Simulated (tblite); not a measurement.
Species: C6H6F2O2 (charge +1 and doublet state).
SMILES with atom numbers: `[O:1]=[C:2]1[CH+:3][CH:4][CH2:5][C@@H:6]1[O:7][CH:8]([F:9])[F:10]` (hydrogens: H11 on C3; H12 on C4; H13, H14 on C5; H15 on C6; H16 on C8)
Bond orders are those of one Lewis drawing.

Computed with GFN2-xTB (tblite), gas phase: L-BFGS steps from a force-field or distance-geometry start until the largest atomic force falls under 0.01 eV/Å.

Step 14: E = -897.0383 eV
```
atom  x, y, z in Å  |  force x, y, z in eV/Å
O1      0.9748    1.5922    1.0453   -0.020   0.004   0.070
C2      0.0613    1.2059    0.4066    0.021  -0.042  -0.038
C3     -1.2650    1.6557    0.0943   -0.013   0.049   0.014
C4     -1.9816    0.7401   -0.5771   -0.031  -0.011  -0.021
C5     -1.2421   -0.5086   -0.8422    0.003  -0.037  -0.008
C6      0.1840   -0.2372   -0.3781    0.028   0.022   0.021
O7      0.6557   -1.1669    0.4931    0.035   0.005   0.005
C8      1.9963   -1.1294    0.8527   -0.025  -0.009  -0.016
F9      2.3050   -2.2945    1.3796    0.011   0.014  -0.001
F10     2.7658   -0.9073   -0.2172    0.013  -0.012   0.001
H11    -1.5786    2.6375    0.4128    0.010   0.049  -0.007
H12    -3.0079    0.8706   -0.8852   -0.004   0.007   0.001
H13    -1.2698   -0.7884   -1.8998   -0.005  -0.015  -0.045
H14    -1.6808   -1.3473   -0.2925    0.009  -0.018   0.058
H15     0.8856   -0.0025   -1.1950   -0.010   0.016  -0.023
H16     2.1898   -0.3111    1.5914   -0.022  -0.022  -0.013
```

Step 15: E = -897.0391 eV
```
atom  x, y, z in Å  |  force x, y, z in eV/Å
O1      0.9726    1.5874    1.0517   -0.034   0.014   0.062
C2      0.0606    1.2056    0.4080    0.022  -0.052  -0.044
C3     -1.2647    1.6565    0.0916   -0.007   0.043   0.028
C4     -1.9821    0.7391   -0.5776   -0.022   0.018  -0.017
C5     -1.2412   -0.5093   -0.8422   -0.024  -0.023  -0.003
C6      0.1844   -0.2358   -0.3796    0.023   0.019   0.021
O7      0.6550   -1.1666    0.4912    0.062   0.012   0.000
C8      1.9953   -1.1295    0.8516   -0.011   0.001  -0.003
F9      2.3035   -2.2936    1.3813    0.012   0.003  -0.022
F10     2.7657   -0.9062   -0.2177    0.008  -0.028   0.006
H11    -1.5760    2.6395    0.4098    0.002   0.036  -0.015
H12    -3.0088    0.8715   -0.8850    0.012  -0.005   0.003
H13    -1.2721   -0.7909   -1.8993    0.000  -0.016  -0.041
H14    -1.6755   -1.3477   -0.2887   -0.004  -0.020   0.053
H15     0.8837    0.0016   -1.1976    0.001   0.007  -0.012
H16     2.1919   -0.3127    1.5911   -0.041  -0.008  -0.016
```

Step 16: E = -897.0398 eV
```
atom  x, y, z in Å  |  force x, y, z in eV/Å
O1      0.9694    1.5832    1.0589   -0.049   0.013   0.042
C2      0.0605    1.2044    0.4086    0.009  -0.039  -0.029
C3     -1.2646    1.6577    0.0891    0.003   0.020   0.027
C4     -1.9827    0.7387   -0.5783    0.001   0.036  -0.005
C5     -1.2406   -0.5102   -0.8421   -0.039  -0.002   0.004
C6      0.1851   -0.2339   -0.3805    0.006   0.010   0.007
O7      0.6554   -1.1665    0.4891    0.060   0.017  -0.009
C8      1.9943   -1.1297    0.8506    0.013   0.006   0.006
F9      2.3026   -2.2927    1.3827    0.012  -0.012  -0.034
F10     2.7657   -0.9059   -0.2182    0.010  -0.037   0.007
H11    -1.5733    2.6423    0.4069    0.000   0.016  -0.024
H12    -3.0099    0.8723   -0.8849    0.025  -0.014   0.004
H13    -1.2741   -0.7936   -1.8993    0.004  -0.014  -0.018
H14    -1.6703   -1.3484   -0.2841   -0.013  -0.010   0.037
H15     0.8817    0.0055   -1.2005    0.011  -0.002   0.001
H16     2.1932   -0.3144    1.5907   -0.053   0.012  -0.014
```

Question: Estimate the geometry and energy of step 17. (The exact step hangs on the optimiser's Hessian estimate; all steps are aligned on step 16, rigid shifts and turns removed.)

Answer: E = -897.0404 eV, largest force 0.061 eV/Å
```
atom  x, y, z in Å  |  force x, y, z in eV/Å
O1      0.9657    1.5804    1.0653   -0.052   0.005   0.023
C2      0.0605    1.2028    0.4085   -0.009  -0.013  -0.002
C3     -1.2644    1.6590    0.0876    0.009  -0.005   0.014
C4     -1.9831    0.7391   -0.5790    0.022   0.035   0.006
C5     -1.2407   -0.5109   -0.8420   -0.032   0.014   0.010
C6      0.1857   -0.2322   -0.3811   -0.010   0.000  -0.011
O7      0.6566   -1.1663    0.4873    0.032   0.015  -0.017
C8      1.9939   -1.1299    0.8498    0.033   0.006   0.005
F9      2.3025   -2.2922    1.3832    0.011  -0.023  -0.036
F10     2.7660   -0.9063   -0.2185    0.021  -0.035   0.003
H11    -1.5712    2.6449    0.4044    0.001   0.000  -0.029
H12    -3.0106    0.8727   -0.8848    0.027  -0.015   0.003
H13    -1.2755   -0.7959   -1.8996    0.005  -0.011   0.013
H14    -1.6664   -1.3491   -0.2798   -0.018   0.007   0.017
H15     0.8804    0.0082   -1.2028    0.015  -0.009   0.010
H16     2.1930   -0.3155    1.5903   -0.053   0.030  -0.008
```

The energy changes by -0.0006 eV. The first-order estimate −F·Δx gives -0.0008 eV and the mean of the old and new forces, exact on a quadratic surface, -0.0006 eV. The step makes an angle of 67° with the force vector and moves no atom by more than 0.008 Å.

What follows is the cost of the whole relaxation. Time: 0.26 s wall. Hardware: an Arm Neoverse V2 with one thread, shared host with 96 logical CPUs at a one-minute load of 40.
